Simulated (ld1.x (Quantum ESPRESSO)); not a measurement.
## Ranking TM potentials for Pd

All share these settings but for the change named:

- Element: Pd (Z = 46)
- Generator: ld1.x (Quantum ESPRESSO) 7.5
- Type: norm-conserving Troullier–Martins (Kleinman–Bylander form)
- Functional: PBE
- Relativity: scalar-relativistic
- Frozen core: [Ar] 3d10
- Valence charge: 18
- Reference configuration: 4s2 4p6 4d9 5s0 5p0 (charge +1)
- Partial waves: 4p (bound): rc 1.40 bohr; 4d (bound): rc 1.75 bohr; 4s (bound): rc 1.20 bohr
- Local potential: the s channel
- Core correction: a·sin(br)/r model core inside 0.65 bohr

Test errors are all-electron minus pseudo excitation energies from the reference, over 4s2 4p6 4d10 5s0 5p0; 4s2 4p6 4d8 5s0 5p0; 4s2 4p6 4d7 5s0 5p0; 4s1 4p6 4d10 5s0 5p0; 4s2 4p6 4d8 5s1 5p0; 4s2 4p5 4d10 5s0 5p0; 4s2 4p6 4d9.5 5s0 5p0. None of these files shows a bound ghost.

The base gives 380.7 meV.

Of 10 variants that were run, those that failed, showed a ghost or another fault, or gave nearly equal values are left out.

A variant can come out equal or close to the base, since the largest error may sit in a test that the change hardly touches while other tests move.

(1) Rank these variants by their largest absolute test error, smallest first.
A. local potential the d channel
B. all radii but the core radius scaled by about 1.25 (s 1.50, p 1.76, d 2.18 bohr)
C. all radii but the core radius scaled by about 1.22 (s 1.46, p 1.72, d 2.14 bohr)
D. wave 4p (bound): rc 1.40 bohr becomes 4p (bound): rc 1.06 bohr
E. wave 4s (bound): rc 1.20 bohr becomes 4s (bound): rc 1.68 bohr

Answers

(1) A (111.2 meV), D (381.1 meV), C (1576.9 meV), B (1838.5 meV), E (3535.3 meV).
